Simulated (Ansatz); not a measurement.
Species: CH$_{4}$BS$_{2}$ (charge 0, doublet). It need not be the lowest isomer of its formula. 
Coordinates optimised at B3LYP-D3(BJ)/def2-TZVP (Ansatz, an electronic-structure program):
```
B
C 1 1.5158
H 2 1.0840 1 122.94
H 2 1.0846 3 114.56 1 180.00
S 1 1.8138 2 123.17 3 0.00
H 5 1.3437 1 97.56 2 0.00
S 1 1.8150 2 117.37 3 180.00
H 7 1.3442 1 99.11 2 180.00
```
Charge 0, spin multiplicity 2.

Basis-set convergence of Hartree-Fock and CCSD(T) correlation energies (hartree) with Ansatz. Correlated levels leave the core frozen unless marked. Open shells are spin-unrestricted. No spin-orbit coupling. No relativistic terms.

| basis | functions | E(HF) | E(corr, CCSD(T)) |
|---|---|---|---|
| cc-pV(D+d)Z | 94 | -859.99131 | -0.54041 |
| cc-pV(T+d)Z | 194 | -860.03525 | -0.67936 |
| cc-pV(Q+d)Z | 358 | -860.04611 | -0.72240 |

Extrapolating the two largest sets (X = 3 and 4) as X^-3: E(corr) = (64·(-0.72240) - 27·(-0.67936))/37 = -0.7538 Eh, an estimate of the basis-set limit. The largest set recovers 95.8 % of it, the smallest 71.7 %.
